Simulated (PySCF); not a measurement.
**Structure elucidation problem**

An unknown has the formula C5H7FN2. Its calculated NMR data are:

¹H NMR (600 MHz, computed): δ 7.15 (m, 1H), 5.90 (m, 1H), 4.05 (q, 2H), 1.39 (t, 3H).

¹³C{¹H} NMR (computed): δ 172.9, 131.7, 96.7, 50.5, 20.5.

- geometry: GFN2-xTB
- GIAO PBE0/pcSseg-1 shieldings
- run in PySCF 2.14.0 with density-fitted response routines
- a single conformation, relativity neglected, averaged over atoms made equivalent by symmetry, fast rotation or ring inversion, isolated molecule

Chemical shifts δ = σref − σ; ¹H (31.72 ppm) and ¹³C (186.93 ppm) vs TMS, all at this level.

Problem. What is the structure?

Solution. 
Rings plus π bonds: 3 (1 ring in the answer). 5 carbon signals for 5 carbons: no two carbons are equivalent. Carbon types of the structure: 1 × C, 2 × CH, 1 × CH2, 1 × CH3, which accounts for all hydrogens. δC 172.9: aromatic carbon bearing fluorine; an ipso carbon deshielded by its heteroatom. δC 131.7: aromatic CH next to a ring nitrogen. δC 96.7: aromatic CH. δC 50.5: sp3 CH2 bonded to N; the inductive effect lowers its shielding. δC 20.5: methyl carbon; saturated and bonded to C and H only. δH 7.15: hydrogen on an aromatic CH next to a ring nitrogen; ring-current deshielding. δH 4.05: hydrogen on an sp3 CH2 bonded to N; its carbon carries N, which withdraws density.

The compound is SMILES C(C)n1ccc(F)n1.

This is the structure that produced the data.

Splittings by ¹⁹F in the carbon and heteronuclear signals aren't shown, as no couplings were computed. Shifts are as computed. Against solution values, carbons near 30 ppm lie about +3 ppm off and those near 130 ppm about +5 ppm. Of 1211 compounds with measured shifts, 218 miss one by over three times the rms of a fit or turn the order of signals round; such compounds aren't used in these exercises. No couplings were computed; multiplicities are counted from neighbouring protons, with m where these are inequivalent, close in shift, in a saturated or five-membered ring or joined by F or P, and br s for small geminal =CH2 splittings.
